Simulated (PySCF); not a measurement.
C2H9AlOSi, SMILES [CH3][Al]([CH3])[O][SiH3], CAM-B3LYP/def2-SVP optimised geometry.

```
14

Al    -1.33     1.94     0.00
C     -0.80     3.09     1.48
H     -1.13     2.67     2.44
H     -1.20     4.11     1.40
H      0.30     3.16     1.54
C     -2.49     2.46    -1.47
H     -3.38     1.80    -1.53
H     -1.97     2.35    -2.44
H     -2.85     3.49    -1.40
O     -0.73     0.34     0.00
Si    -0.16    -1.20     0.00
H     -0.62    -1.94    -1.21
H     -0.63    -1.93     1.21
H      1.33    -1.20     0.00
```

Density from CAM-B3LYP/def2-TZVP in PySCF at that geometry.

Minimum of the electron density along straight lines between bonded atoms, close to the bond critical point (lines longer than 1.1 times the sum of covalent radii, or with two minima, are not listed):

```tsv
bond	length / Å	ρ at the minimum / e bohr⁻³	∇²ρ there / e bohr⁻⁵	position (fraction from the first atom)
Al1–C2	1.947	0.089	0.25	0.41
C2–H3	1.103	0.263	-0.85	0.64
C2–H4	1.101	0.266	-0.87	0.64
C2–H5	1.103	0.263	-0.85	0.64
Al1–C6	1.947	0.089	0.25	0.41
C6–H7	1.103	0.263	-0.85	0.64
C6–H8	1.103	0.263	-0.85	0.64
C6–H9	1.101	0.266	-0.87	0.64
Al1–O10	1.707	…	…	0.43
O10–Si11	1.640	0.137	…	0.59
Si11–H12	1.491	0.122	0.13	0.49
Si11–H13	1.491	0.122	0.13	0.49
Si11–H14	1.491	0.122	0.13	0.49
```

Q: Some entries are withheld; supply them.

A: 
- Al1–O10, ρ at the minimum / e bohr⁻³: 0.103
- Al1–O10, ∇²ρ there / e bohr⁻⁵: 0.76
- O10–Si11, ∇²ρ there / e bohr⁻⁵: 0.84
